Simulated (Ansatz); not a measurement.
Ansatz results at the PBE0-D4/def2-TZVP geometry: size of the dipole moment (PBE/def2-TZVPP) 2.36 D; HOMO–LUMO gap (PBE0/def2-TZVPP) 7.20 eV; HOMO energy (B3LYP/def2-TZVPP) -7.97 eV.

Each molecule was computed in one conformer, which needn't be the lowest.

(1) Which molecule gave them?
A. `O[SiH]1[CH2][AlH]1`
B. `[NH2][SnH]([F])[O][SiH3]`
C. `C=C(C)B(C)F`
D. `N[SiH](F)[O][SnH3]`

Answers

(1) B. The others give `N[SiH](F)[O][SnH3]`: 2.68, 7.29, -7.56; `O[SiH]1[CH2][AlH]1`: 0.98, 4.12, -5.72; `C=C(C)B(C)F`: 1.44, 6.53, -7.49.

B3LYP here is the variant with VWN-RPA as its local correlation; programs differ in this.
